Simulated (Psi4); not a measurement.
Two rigid molecules brought together: HBr ··· BF3 (SMILES Br and FB(F)F). Monomers: optimised at B3LYP-D3(BJ) (def2-TZVP), held rigid. Orientation: lowest of the rigid-body minima from ten starts at GFN2-xTB. Only R, the distance of the centres of mass, is varied, so the lowest point isn't the relaxed dimer.

Level of theory: SAPT0/jun-cc-pVDZ, frozen core (Psi4).

Components in kJ/mol:

| R / Å | electrostatics | exchange | induction | dispersion | total |
|---|---|---|---|---|---|
| 4.40 | -27.49 | 63.21 | -13.96 | -10.01 | 11.75 |
| 4.56 | -17.89 | 34.67 | -7.45 | -6.96 | 2.37 |
| 4.76 | -11.02 | 16.18 | -3.49 | -4.51 | -2.85 |
| 4.98 | -6.94 | 6.93 | -1.59 | -2.88 | -4.48 |
| 5.20 | -4.69 | 2.96 | -0.77 | -1.90 | -4.41 |
| 5.35 | -3.74 | 1.65 | -0.49 | -1.45 | -4.03 |
| 5.70 | -2.41 | 0.42 | -0.20 | -0.82 | -3.02 |
| 5.95 | -1.87 | 0.15 | -0.12 | -0.57 | -2.40 |
| 6.46 | -1.19 | 0.02 | -0.05 | -0.28 | -1.50 |
| 7.14 | -0.70 | 0.00 | -0.02 | -0.13 | -0.85 |
| 8.17 | -0.36 | 0.00 | -0.01 | -0.05 | -0.41 |
| 9.49 | -0.17 | 0.00 | 0.00 | -0.02 | -0.19 |
